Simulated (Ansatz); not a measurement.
The cluster Li8Sn, relaxed as a singlet with RKS PBE0-D4/def2-SVP in Ansatz, starting from the GFN1-xTB geometry. Force threshold 0.02 eV/Å.

In the def2 sets Sn takes a core potential; there is no spin–orbit coupling. The restricted singlet is unstable towards broken spin symmetry in Hartree–Fock (as tested in another run); at PBE0-D4/def2-SVP this wasn't settled. Another isomer (singlet) lies 0.17 eV lower at PBE0-D4/def2-TZVP; other spin states weren't run for this one.

Start:

```xyz
9

Li    1.242    0.960    0.253
Li    1.508   -0.362    2.451
Li    3.169   -0.784    0.419
Li    0.644   -1.390    0.250
Li   -3.193   -0.490   -0.585
Li    1.651   -0.362   -1.838
Li   -1.369    0.304    1.180
Li   -2.687    1.855   -0.554
Sn   -0.965    0.269   -1.575
```

```tsv
step	energy (eV)	largest force component (eV/Å)	SCF passes
1	-7463.8604	1.299	34
2	-7464.8410	0.423	38
3	-7465.1444	0.383	38
4	-7465.2059	0.130	38
5	-7465.2436	0.125	38
6	-7465.2498	0.100	37
7	-7465.2614	0.104	38
8 (rejected)	-7465.1806	0.401	35
9 (rejected)	-7465.2381	0.167	37
10 (rejected)	-7465.2574	0.121	37
11 (rejected)	-7465.2611	0.094	31
12	-7465.2620	0.043	30
13	-7465.2623	0.026	31
14	-7465.2625	0.046	37
15	-7465.2629	0.030	31
16	-7465.2644	0.039	36
17	-7465.2661	0.055	35
18	-7465.2679	0.092	36
19	-7465.2712	0.051	38
20 (rejected)	-7465.2576	0.100	38
21	-7465.2747	0.033	37
22 (rejected)	-7465.2731	0.104	36
23	-7465.2759	0.020	37
24	-7465.2765	0.054	36
25	-7465.2771	0.027	35
26	-7465.2773	0.017	30
```

Force components are those of the run's own axes.

End:

Cartesian coordinates in Å:
```
Li 1.3959 1.1149 0.4721
Li 1.4244 -0.4407 3.1317
Li 3.4021 -1.1811 -0.0667
Li 0.4054 -1.3691 0.3792
Li -2.6316 -1.1720 -1.1739
Li 1.1828 -0.4151 -2.2868
Li -1.2749 0.5825 1.6168
Li -3.0111 2.1630 -0.9928
Sn -0.8931 0.7176 -1.0796
```

Bonds lost: Li2–Li3, Li3–Li6, Li5–Li7, Li5–Li8, Li7–Li8 (atoms count from 1). Metal–metal contacts that move far: Li1–Li6 2.51 to 3.16 Å, Li1–Li2 2.58 to 3.08 Å.

The force fell under the threshold at step 23, but the optimiser went on. No frequencies were taken in this run, so the end may be a saddle point.

It took 71 s on 4 threads of Arm Neoverse V1 on a shared host.
